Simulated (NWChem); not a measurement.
AuNH3F; SMILES [Au](<-[NH3])[F]

```xyz
6

Au     0.0000     0.0000     0.0447
F      0.0000     0.0000     1.9689
N      0.0000     0.0000    -2.0146
H     -0.0667     0.9463    -2.3942
H     -0.7861    -0.5309    -2.3942
H      0.8528    -0.4154    -2.3942
```
Atoms are numbered in this order, from 1.

Structure relaxed at the PBE0/def2-SVP level. def2 effective core potentials on Au; no spin-orbit coupling.

Task: List the 4 lowest vertical singlet excitations from PBE/def2-SVP with def2 effective core potentials on Au, full TDDFT (NWChem).

Result: 
```
state  energy (eV)  oscillator strength  leading excitation (squared amplitude)
-----  -----------  -------------------  --------------------------------------
S1            4.31                0.001                    HOMO−1 → LUMO (0.98)
S2            4.31                0.001                      HOMO → LUMO (0.98)
S3            5.00                0.018                    HOMO−2 → LUMO (0.93)
S4            5.45                0.000                    HOMO−3 → LUMO (1.00)
```
